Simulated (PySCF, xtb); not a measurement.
ethenylcyclopropane (C₅H₈), SMILES C1C(C=C)C1.

GFN2-xTB (xtb 6.7.1) at its own geometry gives an orbital gap of 4.96 eV and a dipole moment of 0.53 D.

Geometry optimised at B3LYP-D3(BJ)/def2-SVP. The values are those of a single conformer.

Q: What does CAM-B3LYP/def2-TZVP (PySCF) give? (The exact figures need the calculation; the answer reports its results.)

A: gap 9.63 eV (levels -8.15 and 1.48 eV), dipole 0.57 D.
